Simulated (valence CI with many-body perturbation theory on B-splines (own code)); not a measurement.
Sm XIII in brief

Computed by configuration interaction combined with many-body perturbation theory (CI+MBPT): four valence electrons over a frozen Dirac-Fock core [Kr] 4d10, a basis of 8 s, 8 p, 9 d, 9 f, 6 g, 3 h, 2 i functions for each j, with the one-electron correlation potential Σ1, the two-electron term Σ2, the three-electron term Σ3, Breit, model QED; selected CI, second order for the rest, scaled by the run's own slope (own B-spline code, finite nucleus).

No measured spectrum was set against this ion. As an estimate, terms of the open shell hold to a few per cent of their energy, and close levels can change places; configurations with another count of f electrons can be misplaced by thousands of cm⁻¹. Core correlation moves these levels by up to 34000 cm⁻¹, and in measured spectra 5 to 20 % of such shifts remained as error; rates that hang on mixing are uncertain with them.

Names give the largest LS component (configuration and term), which can be under half, so a name can repeat, a term be missing and a line seem to break the LS rules; names also repeat where a configuration has a term twice.

Rates and lifetimes use the calculated energies. Strong lines usually hold to 10 to 20 %, long lifetimes can be off by a factor of two.

Q: What is the ground level?

A: 4f²5s² ³H_4, composition 94 % 4f²5s² ³H + 4 % 4f²5s² ¹G, g = 0.807.

Q: How is the term ³H of the ground level split?

A: J = 4 at 0.0, J = 5 at 4703, J = 6 at 9417 cm⁻¹.

Q: What are the static dipole polarisabilities of the lowest levels?

A: 4f²5s² ³H_4 1.49 (tensor 0.028); 4f²5s² ³H_5 1.49 (tensor 0.030); 4f²5s² ³F_2 1.49 (tensor -0.0092); 4f²5s² ³H_6 1.49 (tensor 0.035) bohr³, of which the core gives 0.246.

Q: How well does LS coupling describe the low levels?

A: Among the lowest 20 levels the leading LS term, summed over configurations, holds 92 % on average. For single configurations the figures are 91 % in LS and 72 % in jj coupling. Terms mix most in the J = 4 level at 18540 cm⁻¹, where the leading one holds 55 %.

Q: Name the longest-lived excited levels whose lifetime is computed, and their main decay.

A: 4f²5s² ³F_2 at 8637 cm⁻¹ lives 5190 s, mostly by E2 to 4f²5s² ³H_4; 4f²5s² ³P_0 at 36341 cm⁻¹ lives 5.05 s, mostly by E2 to 4f²5s² ³F_2; 4f²5s² ³F_3 at 11811 cm⁻¹ lives 1.14 s, mostly by M1 to 4f²5s² ³F_2.

Q: Where does the other parity begin?

A: At 4f³5s ⁵I°_4, 76016 cm⁻¹.

Q: What is the ionisation energy?

A: 229.11 eV; NIST lists 237 ± 12 eV (theoretical).
